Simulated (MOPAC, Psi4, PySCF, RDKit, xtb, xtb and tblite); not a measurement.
Two geometries of SMILES CC([SiH2]CCC)C (C6H16Si), relaxed at GFN2-xTB with one dihedral held; other torsions can differ between them too.

Structure A

```
23

C     -3.7000     0.3770     0.4871
C     -2.4618    -0.4515     0.1655
C     -1.1841     0.3987     0.1386
Si     0.2679    -0.4127     1.0589
C      1.8647     0.6153     0.8527
C      1.6922     2.0511     1.3430
C      3.0282    -0.0476     1.5833
H     -3.8319     1.1709    -0.2459
H     -3.6057     0.8298     1.4717
H     -4.5922    -0.2459     0.4806
H     -2.3712    -1.2366     0.9197
H     -2.5930    -0.9493    -0.7964
H     -0.9173     0.6304    -0.8928
H     -1.3970     1.3585     0.6137
H      0.5031    -1.7652     0.5318
H     -0.0692    -0.5148     2.4868
H      2.1245     0.6571    -0.2111
H      2.6174     2.6139     1.2189
H      0.9090     2.5619     0.7873
H      1.4290     2.0652     2.3989
H      3.9497     0.5159     1.4385
H      3.1864    -1.0602     1.2200
H      2.8274    -0.0988     2.6512
```

Structure B

```
23

C      3.6679     0.4580     0.4940
C      2.4875    -0.4467     0.1683
C      1.1776     0.3408     0.0798
Si     0.8154     0.9827    -1.6732
C     -0.7148     2.1261    -1.6673
C     -1.9537     1.4236    -1.1169
C     -0.9966     2.6541    -3.0703
H      3.7702     1.2329    -0.2624
H      3.5235     0.9377     1.4597
H      4.5931    -0.1131     0.5301
H      2.4087    -1.2044     0.9534
H      2.6734    -0.9703    -0.7706
H      1.2002     1.1525     0.8077
H      0.3552    -0.3126     0.3792
H      1.9606     1.7397    -2.2009
H      0.5688    -0.1661    -2.5583
H     -0.5103     2.9900    -1.0249
H     -2.8129     2.0942    -1.1273
H     -1.7938     1.0951    -0.0925
H     -2.1993     0.5530    -1.7220
H     -1.8485     3.3336    -3.0659
H     -0.1351     3.1891    -3.4627
H     -1.2222     1.8332    -3.7475
```

Task: Which is lower in energy at the level PBE0-D3(BJ)/def2-SVP // GFN2-xTB in Psi4 1.11, and by how much?

Result: B is lower, by 1.03 kcal/mol (dihedral C1–C2–C3–Si4: 135° in A, 90° in B).

E(B) − E(A) in kcal/mol at the other levels, on the same two geometries: GFN2-xTB (xtb and tblite) -1.19; MMFF94 // GFN2-xTB (RDKit) -1.59; PBE0/def2-SVP // GFN2-xTB (Psi4) -0.85; PBE/def2-SVP // GFN2-xTB (Psi4) -0.80; PBE-D3(BJ)/def2-SVP // GFN2-xTB (Psi4) -0.99; UFF // GFN2-xTB (RDKit) -1.81; PM7, restricted, heats of formation // GFN2-xTB (MOPAC) -0.09; AM1, restricted, heats of formation // GFN2-xTB (MOPAC) -0.03; GFN1-xTB // GFN2-xTB (xtb) -0.62; restricted B3LYP/6-31G*, spherical d, density fitting // GFN2-xTB (PySCF) -0.62; restricted Hartree-Fock/3-21G, density fitting // GFN2-xTB (PySCF) -0.97; restricted MP2 (frozen core)/3-21G // GFN2-xTB (PySCF) -1.15; restricted LDA (SVWN5)/6-31G*, spherical d, density fitting // GFN2-xTB (PySCF) -1.06.
